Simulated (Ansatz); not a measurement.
Basis-set series for `COC(=O)CC(=O)C(F)(F)F`. The species carries charge 0 and has multiplicity 1. The structure was optimised at the PBE0-D4/def2-TZVP level. It is one conformer, not always the lowest.

```tsv
functional	basis	functions	energy (Eh)	HOMO (eV)	LUMO (eV)
PBE0-D4	def2-TZVPP	411	-718.31655	-8.43	-1.76
PBE0-D4	def2-QZVPP	777	-718.35326	-8.47	-1.81
ωB97M-V	def2-TZVPP	411	-718.85892	-10.85	0.62
ωB97M-V	def2-QZVPP	777	-718.89350	-10.89	0.54
```

**Question.** Give the rows for def2-SVP. (An estimate is asked.)

**Answer.** Computed: 
```csv
functional,basis,functions,energy (Eh),HOMO (eV),LUMO (eV)
PBE0-D4,def2-SVP,179,-717.47770,-8.28,-1.57
ωB97M-V,def2-SVP,179,-717.99864,-10.67,0.85
```

Positive LUMOs are unbound and depend on the basis.
